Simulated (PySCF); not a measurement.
C₅H₁₁B.
Z-matrix (Å and degrees, PBE0-D3(BJ)/def2-SVP geometry), rows numbered from 1:
```
B 
C   1  1.5490
C   2  1.5480  1  124.85
C   3  1.5390  2   88.55  1  -147.57
C   4  1.5433  3   89.55  2    16.87
C   5  1.5107  2  119.12  1   -88.06
H   1  1.2126  2  121.26  3   -31.60
H   1  1.2131  2  120.29  3   151.14
H   2  1.1159  1  102.07  3   123.76
H   3  1.1015  2  111.75  1   -34.14
H   3  1.1001  2  117.69  1    91.66
H   4  1.1009  3  118.16  2   138.58
H   4  1.1027  3  111.28  2   -95.10
H   5  1.1045  2  109.15  1    38.71
H   6  1.1019  5  111.17  2    64.81
H   6  1.1018  5  111.52  2  -175.06
H   6  1.1028  5  110.91  2   -54.99
```

Computed with PySCF at PBE0/def2-SVPD, non-relativistic, on one gas-phase PBE0-D3(BJ)/def2-SVP geometry that isn't relaxed in the solvent. The solvent is an IEF-PCM continuum (Bondi radii, 1.10 Å for H, scaled by 1.2), and excitations are vertical TDDFT with non-equilibrium linear response and a frozen core. Specific hydrogen bonds and non-electrostatic terms are outside this model.

```json
{"run": "gas", "E − E(gas) (kcal/mol)": "0.00", "HOMO (eV)": "-8.08", "HOMO–LUMO gap (eV)": "6.80", "dipole (D)": "0.76", "lowest singlet (eV)": "5.20", "static polarisability (au)": "74.0"}
{"run": "P", "E − E(gas) (kcal/mol)": "-1.09", "HOMO (eV)": "-7.94", "HOMO–LUMO gap (eV)": "6.75", "dipole (D)": "0.95", "lowest singlet (eV)": "5.15", "static polarisability (au)": "99.4"}
{"run": "Q", "E − E(gas) (kcal/mol)": "-0.43", "HOMO (eV)": "-8.01", "HOMO–LUMO gap (eV)": "6.77", "dipole (D)": "0.84", "lowest singlet (eV)": "5.17", "static polarisability (au)": "82.8"}
```

**Question.** The runs were made in cyclohexane and methanol. Which run belongs to which solvent?

**Answer.** P = methanol, Q = cyclohexane. The dielectric constants are 2.017 (cyclohexane), 32.61 (methanol), and the energy falls further as ε rises. The optical constants n² used for the excitations are 2.04, 1.77 in the same order. In this model the ground state sees the solvent through ε alone.

**Question.** How constant is the ratio of the lowering to (ε − 1)/(2ε + 1)?

**Answer.** 
| solvent | (ε − 1)/(2ε + 1) | E − E(gas) (kcal/mol) | ratio (kcal/mol) | polarisation term (kcal/mol) |
| --- | --- | --- | --- | --- |
| cyclohexane | 0.202 | -0.43 | -2.1 | -0.44 |
| methanol | 0.477 | -1.09 | -2.3 | -1.21 |

The ratio changes by +8.9 % in size from cyclohexane to methanol. The polarisation term is half the interaction of the solute with the induced surface charges.
